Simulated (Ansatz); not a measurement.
Ideal-gas functions of C₂H₄NSi, SMILES `C[SiH]C#N` radical at 800 K and 1 bar, from an Ansatz frequency run at PBE0-D4/def2-TZVP.

Molar mass 70.15 g/mol, point group C1 (symmetry number 1), electronic degeneracy 2, moments of inertia 30.187, 150.326, 175.079 u Å². Harmonic wavenumbers (cm⁻¹, unscaled): 130, 137, 280, 357, 513, 586, 695, 748, 796, 883, 1272, 1439, 1443, 2233, 2287, 3052, 3137, 3155.

Use S(trans) = R[1.5 ln M + 2.5 ln T − 1.1517]; rotational temperatures θ = 24.2544 K / I; S(rot) = R[ln(√π/σ · √(T³/θAθBθC)) + 1.5]; for each mode x = 1.438777 ν̃/T, S = R[x/(eˣ − 1) − ln(1 − e⁻ˣ)] and H = RT x/(eˣ − 1); 1 cm⁻¹ = 0.0119627 kJ/mol; R = 8.31446 J/(mol·K).

**Question.** By hand: the entropy, in J/(mol·K).

**Answer.** Translation 182.4. Rotation: θ = 0.8035, 0.1613, 0.1385 K, giving 117.3. Vibration, mode by mode: 20.42, 19.98, 14.11, 12.14, 9.27, 8.25, 6.98, 6.45, 6.01, 5.29, 3.04, 2.40, 2.39, 0.76, 0.71, 0.22, 0.20, 0.19, in all 118.8. Electronic 5.8. Sum 424.3 J/(mol·K).

**Question.** By hand: H − E and G − E in kJ/mol, counted from the electronic energy.

**Answer.** Zero-point energy ½ × 23143 × 0.0119627 = 138.4; thermal vibration 47.5; translation, rotation and pV give 4 RT = 26.6. H − E = 212.5 kJ/mol, and G − E = 212.5 − 800 × 424.3/1000 = -126.9 kJ/mol.

Vibration gives 28 % of the entropy, 40.4 J/(mol·K) of it from the modes under 150 cm⁻¹: soft modes count most, and the harmonic formula is weakest for them. The sum counts one conformer and one mirror image; others add a mixing term.
